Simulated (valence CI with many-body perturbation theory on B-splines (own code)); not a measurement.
Level structure of Cd⁴²⁺

Calculated by relativistic CI+MBPT: four valence electrons over a frozen Dirac-Fock core [He], a basis of 9 s, 9 p, 8 d, 6 f, 3 g, 1 h functions for each j, with the one-electron correlation potential Σ1 (screened to all orders), the two-electron term Σ2, the three-electron term Σ3, Breit, model QED; selected single and double excitations, second order for the rest, scaled by the run's own slope (own B-spline code, finite nucleus).

The last digits are not significant, and no measured levels were compared; by estimate large intervals hold to a few tenths of a per cent, small ones and those within an open d or f shell to about a per cent. Among the levels kept, up to 260 cm⁻¹ of a level comes from second order outside the variational space, and about a tenth of that is noise between levels of different J, which matters for small intervals.

Levels 1 to 45 of 50, with energies above the lowest level, (2s^2 2p1/2^2) J=0. "Leading %" is the weight of the configuration and term that name the level; weights of strongly mixed levels are sums over their largest components and can fall short, so below about 35 % the name and the second component can differ from the true leading terms, or belong to a minority configuration. In the jj column 3d3/2^4 stands for four electrons in 3d with j = 3/2.

```tsv
No.	Configuration	Term	J	E (Ry)	Leading %	Second component	Leading jj
1	2s²2p²	³P	0	0.00	72	27 % 2s²2p² ¹S	2s^2 2p1/2^2 (99 %)
2	2s²2p²	³P	1	14.21	100		2s^2 2p1/2 2p3/2 (100 %)
3	2s²2p²	¹D	2	15.25	61	39 % 2s²2p² ³P	2s^2 2p1/2 2p3/2 (99 %)
4	2s2p³	⁵S°	2	25.66	41	41 % 2s2p³ ³P°	2s 2p1/2^2 2p3/2 (95 %)
5	2s2p³	³D°	1	29.64	40	23 % 2s2p³ ¹P°	2s 2p1/2^2 2p3/2 (97 %)
6	2s²2p²	³P	2	30.23	60	39 % 2s²2p² ¹D	2s^2 2p3/2^2 (99 %)
7	2s²2p²	¹S	0	32.78	71	28 % 2s²2p² ³P	2s^2 2p3/2^2 (98 %)
8	2s2p³	³D°	2	39.14	50	43 % 2s2p³ ⁵S°	2s 2p1/2 2p3/2^2 (96 %)
9	2s2p³	³D°	3	41.36	100		2s 2p1/2 2p3/2^2 (100 %)
10	2s2p³	³P°	0	43.66	100		2s 2p1/2 2p3/2^2 (100 %)
11	2s2p³	³D°	1	44.55	38	38 % 2s2p³ ³S°	2s 2p1/2 2p3/2^2 (97 %)
12	2s2p³	¹D°	2	45.29	69	22 % 2s2p³ ³D°	2s 2p1/2 2p3/2^2 (96 %)
13	2s2p³	³P°	1	45.61	45	31 % 2s2p³ ¹P°	2s 2p1/2 2p3/2^2 (97 %)
14	2p⁴	³P	2	57.86	71	28 % 2p⁴ ¹D	2p1/2^2 2p3/2^2 (99 %)
15	2s2p³	³P°	2	58.08	51	23 % 2s2p³ ¹D°	2s 2p3/2^3 (96 %)
16	2p⁴	¹S	0	60.65	58	42 % 2p⁴ ³P	2p1/2^2 2p3/2^2 (98 %)
17	2s2p³	¹P°	1	61.69	44	27 % 2s2p³ ³S°	2s 2p3/2^3 (97 %)
18	2p⁴	³P	1	72.66	100		2p1/2 2p3/2^3 (100 %)
19	2p⁴	¹D	2	73.77	72	28 % 2p⁴ ³P	2p1/2 2p3/2^3 (99 %)
20	2p⁴	³P	0	90.02	58	41 % 2p⁴ ¹S	2p3/2^4 (99 %)
21	2s²2p3s	³P°	0	283.79	99		2s^2 2p1/2 3s (99 %)
22	2s²2p3s	³P°	1	283.97	68	31 % 2s²2p3s ¹P°	2s^2 2p1/2 3s (99 %)
23	2s²2p3p	³D	1	287.35	72	23 % 2s²2p3p ¹P	2s^2 2p1/2 3p1/2 (99 %)
24	2s²2p3p	³P	0	289.17	70	28 % 2s²2p3p ¹S	2s^2 2p1/2 3p1/2 (98 %)
25	2s²2p3p	³P	1	292.14	39	25 % 2s²2p3p ³S	2s^2 2p1/2 3p3/2 (83 %)
26	2s²2p3p	³D	2	292.58	56	27 % 2s²2p3p ¹D	2s^2 2p1/2 3p3/2 (98 %)
27	2s2p²3s	⁵P	1	294.49	49	21 % 2s2p²3s ³S	2s 2p1/2^2 3s (80 %)
28	2s²2p3d	³F°	2	295.57	74	20 % 2s²2p3d ¹D°	2s^2 2p1/2 3d3/2 (99 %)
29	2s2p²3s	³P	0	295.67	74	25 % 2s2p²3s ¹S	2s 2p1/2^2 3s (95 %)
30	2s²2p3d	³D°	1	296.67	46	26 % 2s²2p3d ¹P°	2s^2 2p1/2 3d3/2 (88 %)
31	2s²2p3d	³P°	2	297.44	46	34 % 2s²2p3d ³D°	2s^2 2p1/2 3d5/2 (96 %)
32	2s²2p3d	³F°	3	297.65	50	27 % 2s²2p3d ¹F°	2s^2 2p1/2 3d5/2 (99 %)
33	2s2p²3p	⁵D°	0	297.89	55	41 % 2s2p²3p ³P°	2s 2p1/2^2 3p1/2 (95 %)
34	2s2p²3p	³P°	1	298.10	28	26 % 2s2p²3p ⁵D°	2s 2p1/2^2 3p1/2 (83 %)
35	2s²2p3s	³P°	2	299.50	95		2s^2 2p3/2 3s (95 %)
36	2s²2p3s	¹P°	1	299.85	66	31 % 2s²2p3s ³P°	2s^2 2p3/2 3s (97 %)
37	2s2p²3p	³P°	2	302.87	27	26 % 2s2p²3p ⁵P°	2s 2p1/2^2 3p3/2 (94 %)
38	2s2p²3p	³D°	1	303.19	38	18 % 2s2p²3p ¹P°	2s 2p1/2^2 3p3/2 (94 %)
39	2s²2p3p	³P	1	303.68	51	23 % 2s²2p3p ³S	2s^2 2p3/2 3p1/2 (95 %)
40	2s²2p3p	³D	2	303.87	41	32 % 2s²2p3p ¹D	2s^2 2p3/2 3p1/2 (95 %)
41	2s2p²3d	⁵F	1	305.81	47	31 % 2s2p²3d ³D	2s 2p1/2^2 3d3/2 (95 %)
42	2s2p²3d	⁵F	2	306.07	26	26 % 2s2p²3d ³D	2s 2p1/2^2 3d3/2 (84 %)
43	2s2p²3s	⁵P	2	306.71	83	7 % 2s2p²3s ³P	2s 2p1/2 2p3/2 3s (93 %)
44	2s²2p3p	³D	3	307.23	79	11 % 2s2p²3s ³D	2s^2 2p3/2 3p3/2 (79 %)
45	2s²2p3p	¹P	1	307.39	44	35 % 2s²2p3p ³S	2s^2 2p3/2 3p3/2 (86 %)
```

The ionisation energy to 2s²2p ²P°1/2 of the next ion comes out as 6881.5 eV (NIST: 6869 ± 8 eV (semi-empirical)). All 50 levels together are meant to be complete up to 309.34 Ry.
